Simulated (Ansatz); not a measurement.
Reaction (formal exchange of groups at a B–Si bond): `[SiH3]B[SiH2]Cl` + CH₄ → `CB[SiH2]Cl` + SiH₄

Computed with Ansatz on PBE0-D4/def2-TZVP structures; ΔE is electronic, products minus reactants. CCSD(T)/CBS adds triple-zeta CCSD(T) − MP2 to the extrapolated MP2 energy (def2 sets, frozen cores). This one scheme is used for every species. Functionals use def2-TZVPP. Each species was taken in one conformer, which may not be the lowest.

| species | r2SCAN0 energy (Eh) |
| --- | --- |
| `[SiH3]B[SiH2]Cl` | -1067.56545 |
| CH₄ | -40.49834 |
| `CB[SiH2]Cl` | -816.21738 |
| SiH₄ | -291.85162 |

Problem. Work out ΔE.

Solution. ΔE = (-816.21738) + (-291.85162) − (-1067.56545) − (-40.49834) = -0.00521 Eh = -0.14 eV. CCSD(T)/CBS gives -0.13 eV.

Largest T1 diagnostic among the species: 0.012.

At CCSD(T), def2-SVP lies −0.05 eV from the extrapolated value and def2-TZVPP −0.01 eV. Leaving LDA and LC-ωPBE aside and taking each functional with its dispersion term where it has one, the values, not all of them listed here, spread over 0.11 eV, from ωB97M-V to PBE-D4. LDA lies −0.05 eV from PBE without D4. From BLYP to BHLYP (50 % exact exchange), in def2-TZVPP and without D4, ΔE moves by −0.05 eV.
